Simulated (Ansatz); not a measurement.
`[CH3][Al]([I])[CH2]O` and `[CH3][AlH][I]` differ in one atom or group.

Ansatz, PBE0-D4/def2-TZVP geometries, multiplicity 1. Each molecule was computed in one conformer, which needn't be the lowest.

Elements past krypton have def2 core potentials.

| property | `[CH3][Al]([I])[CH2]O` |
| --- | --- |
| HOMO–LUMO gap (PBE/def2-TZVPP) / eV | 3.73 |
| size of the dipole moment (ωB97M-V/def2-TZVPP) / D | 1.89 |
| size of the dipole moment (PBE/def2-TZVPP) / D | 1.87 |
| HOMO energy (ωB97M-V/def2-TZVPP) / eV | -9.20 |
| HOMO–LUMO gap (ωB97M-V/def2-TZVPP) / eV | 9.66 |
| LUMO energy (B3LYP/def2-TZVPP) / eV | -1.34 |

What does the change do to each property? (Estimate.)

The calculation gave: 
| property | `[CH3][AlH][I]` | shift |
| --- | --- | --- |
| HOMO–LUMO gap (PBE/def2-TZVPP) / eV | 4.20 | 0.47 |
| size of the dipole moment (ωB97M-V/def2-TZVPP) / D | 1.85 | -0.04 |
| size of the dipole moment (PBE/def2-TZVPP) / D | 1.69 | -0.18 |
| HOMO energy (ωB97M-V/def2-TZVPP) / eV | -9.60 | -0.40 |
| HOMO–LUMO gap (ωB97M-V/def2-TZVPP) / eV | 9.80 | 0.14 |
| LUMO energy (B3LYP/def2-TZVPP) / eV | -1.61 | -0.27 |

With PBE0 the HOMO falls by 0.52 eV and the LUMO falls by 0.28 eV, so the gap widens by about 0.24 eV. PBE moves the HOMO by -0.75 eV and ωB97M-V by -0.40 eV. Dipoles are sizes alone; their direction can turn.

B3LYP here is the variant with VWN-RPA as its local correlation; programs differ in this.

Spin–orbit coupling is left out; it splits and shifts lone-pair levels of the heavy atoms by tenths of an eV.
